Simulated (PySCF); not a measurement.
CF3NOSi, SMILES O=C=N[Si](F)(F)F. Atoms are numbered in the order given.

```xyz
7

O      0.0000     0.0000     3.3002
C      0.0000     0.0000     2.1344
N      0.0000     0.0000     0.9300
Si     0.0000     0.0000    -0.7458
F     -1.2923    -0.7461    -1.3066
F      0.0000     1.4922    -1.3066
F      1.2923    -0.7461    -1.3066
```
Charge 0, spin multiplicity 1.

Coordinates come from a r2SCAN-D4/def2-SVP optimisation. The values are those of a single conformer.

The numbers are results of PBE/def2-TZVP (PySCF), not measurements.

Symmetry labels are those of the subgroup Cs that the program uses (full group C3v).

Computed valence orbital energies around the gap with their symmetry:
```
orbital  symmetry  energy (eV)
-------  --------  -----------
HOMO−7         A"       -11.39
HOMO−6         A'       -11.39
HOMO−5         A'       -11.34
HOMO−4         A'       -10.81
HOMO−3         A"       -10.81
HOMO−2         A"       -10.35
HOMO−1         A'        -8.43
HOMO           A"        -8.43
LUMO           A'        -1.17
LUMO+1         A"        -1.17
LUMO+2         A'        -0.58
LUMO+3         A'         0.56
```
